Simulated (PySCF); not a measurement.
C2H7BN2O, SMILES OB(/N=C/C)N. Atoms are numbered in the order given.

```xyz
13

C      2.7106     0.0771     0.3354
C      1.2370    -0.1048     0.5017
N      0.3887     0.2172    -0.3774
B     -1.0476     0.0318    -0.2390
N     -1.6159    -1.2517    -0.1227
O     -1.8761     1.1260    -0.2536
H      3.1088     0.7354     1.1255
H      2.9324     0.5086    -0.6498
H      3.2312    -0.8891     0.4427
H      0.9310    -0.5533     1.4752
H     -1.0674    -2.0969    -0.1637
H     -2.6158    -1.3957    -0.1438
H     -1.3687     1.9320    -0.3846
```
Charge 0, spin multiplicity 1.

Coordinates come from a PBE0-D3(BJ)/def2-SVP optimisation. The structure was generated by enumeration; whether it is a known compound was not checked. The values are those of a single conformer.

Two levels are set side by side: PBE/pcSseg-1 (PySCF) and PBE0/pcSseg-1 (PySCF). GIAO shifts against BF3 (¹¹B), H2O (¹⁷O), NH3 (¹⁵N), TMS (¹H), TMS (¹³C) at the same level; non-relativistic, no solvent, atoms listed together averaged. Differences are taken from unrounded values.

```
quantity              PBE
------------------  -----
δ(¹³C) of C1 (ppm)   33.3
δ(¹³C) of C2 (ppm)  170.4
δ(¹⁵N) of N3 (ppm)  392.7
δ(¹¹B) of B4 (ppm)   13.2
δ(¹⁵N) of N5 (ppm)   60.4
δ(¹⁷O) of O6 (ppm)  106.7
δ(¹H) of H10 (ppm)   8.65
δ(¹H) of H13 (ppm)   2.86
```

Task: These are the PBE values. What does PBE0 give? (The exact figures need the calculation; the answer reports its results.)

Result: 
```tsv
quantity	PBE0	PBE minus PBE0
δ(¹³C) of C1 (ppm)	32.5	0.8
δ(¹³C) of C2 (ppm)	173.4	-2.9
δ(¹⁵N) of N3 (ppm)	396.2	-3.5
δ(¹¹B) of B4 (ppm)	14.2	-1.0
δ(¹⁵N) of N5 (ppm)	56.6	3.8
δ(¹⁷O) of O6 (ppm)	97.2	9.4
δ(¹H) of H10 (ppm)	8.47	0.17
δ(¹H) of H13 (ppm)	2.95	-0.09
```

Rough cost on one machine, each run with all the roots and properties that it gave: PBE0 against PBE within a factor of 2.
